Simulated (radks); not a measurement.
Values are calculated unless marked as measured or tabulated.
Q: Orbital eigenvalues (eV) of neutral zirconium, [Kr] 4d2 5s2, of relativity; Dirac values are averaged over j with weights 2j + 1. Spin-unpolarised spherical Kohn-Sham, PBE, point nucleus unless stated (finite: rms radius 4.2694 fm), a radial shooting solver on a logarithmic mesh with Libxc functionals. A level marked "c x" has the speed of light scaled by that factor and shares open shells by 2j + 1; other Dirac levels either fill j = l - 1/2 first or share by 2j + 1.

shell  non-rel.
1s       -17421
2s      -2376.6
2p      -2178.1
3s      -388.28
3p      -313.72
3d      -177.85
4s      -52.224
4p      -32.243
5s      -4.2744
4d      -3.9626

Give the values at the level "Dirac, c x 1.25".

A: 
shell  Dirac, c x 1.25  change of magnitude (%)
1s              -17671                    +1.43
2s             -2434.2                    +2.42
2p             -2193.3                    +0.70
3s             -398.49                    +2.63
3p             -316.21                    +0.80
3d             -175.78                    -1.17
4s             -53.639                    +2.71
4p             -32.388                    +0.45
5s             -4.3765                    +2.39
4d             -3.7297                    -5.88
